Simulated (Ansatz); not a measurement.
**A basis-limit estimate, worked out**

An elementary step of AlSiH4Cl3, closed shell (AlSiH₂Cl₃ ([SiH2][Al]([Cl])([Cl])[Cl]) + H₂ → AlSiH₄Cl₃ ([SiH3][Al]([Cl])([Cl])[ClH]); bonds formed: Cl2–H5, Si6–H7; bonds broken: H5–Si6, H5–H7; bonds weakened to dative contacts: Al1–Cl2). “Start” is the structure reached by relaxing down from the saddle towards the reactants; PBE0-D4/def2-TZVP structures. The saddle:

| atom | x (Å) | y (Å) | z (Å) |
| --- | --- | --- | --- |
| Al1 | -1.0582 | -0.0650 | -0.9139 |
| Cl2 | 0.8630 | 0.7023 | -1.8846 |
| Cl3 | -1.5543 | -1.9305 | -1.7417 |
| Cl4 | -2.5030 | 1.4590 | -0.9303 |
| H5 | 1.3612 | 0.4448 | -0.3396 |
| Si6 | 0.2363 | -0.2193 | 1.1954 |
| H7 | 1.6649 | 0.2946 | 0.5748 |
| H8 | 0.1999 | 0.7952 | 2.2830 |
| H9 | 0.7901 | -1.4809 | 1.7569 |

Program: Ansatz 0.2.0. Basis: def2-TZVPP and def2-QZVPP. Cores are frozen in the correlated methods.

Energies in eV:

| quantity | saddle | start |
| --- | --- | --- |
| Hartree–Fock, triple zeta (X = 3) | -52024.38319 | -52024.97121 |
| Hartree–Fock, quadruple zeta (X = 4) | -52025.85894 | -52026.45432 |
| MP2 correlation, X = 3 | -21.78264 | -21.48701 |
| MP2 correlation, X = 4 | -23.88085 | -23.59402 |
| CCSD(T) correlation, X = 3 | -24.78413 | -24.49281 |

Q: Work out the barrier at the basis limit: extrapolate Hartree–Fock as E(X) = E∞ + A exp(−7.88 √X) and the MP2 correlation as E(X) = E∞ + B X^−2.97 (the exponents that Neese and Valeev fitted for def2-TZVPP and QZVPP), then add CCSD(T) − MP2 in triple zeta.

A: Each step is linear, so take the differences first (saddle − start): Hartree–Fock 0.58802 (X = 3) and 0.59538 (X = 4); MP2 correlation -0.29563 and -0.28683; CCSD(T) correlation -0.29132.
Two points give E∞ = E(4) + w [E(4) − E(3)], with w = 1/(exp(7.88 (2 − √3)) − 1) = 0.1377 for Hartree–Fock and w = 1/((4/3)^2.97 − 1) = 0.7407 for the correlation.
Hartree–Fock: 0.59538 + 0.1377 × 0.00736 = 0.5964 eV.
MP2 correlation: -0.28683 + 0.7407 × 0.00880 = -0.2803 eV.
CCSD(T) − MP2: -0.29132 − (-0.29563) = 0.0043 eV.
Sum: 0.5964 + (-0.2803) + 0.0043 = 0.3204 eV, or 7.39 kcal/mol. Plain CCSD(T) in triple zeta gives 0.2967 eV, so the larger basis shifts the result by 0.0237 eV.

The T1 diagnostic stays at or below 0.011.

Labels in which every atom is bracketed show which atoms are joined, not bond orders.

For scale, one of the runs: CCSD(T)/def2-TZVPP, 266 basis functions, launched by `ansatz run in.yaml --threads 8 --pin off --events-out ev --progress --plain --max-ram 19148MiB`. The run took 96 s on 8 CPU threads of an Arm Neoverse V1 (shared host), with 5.6 GiB of host memory at its peak.
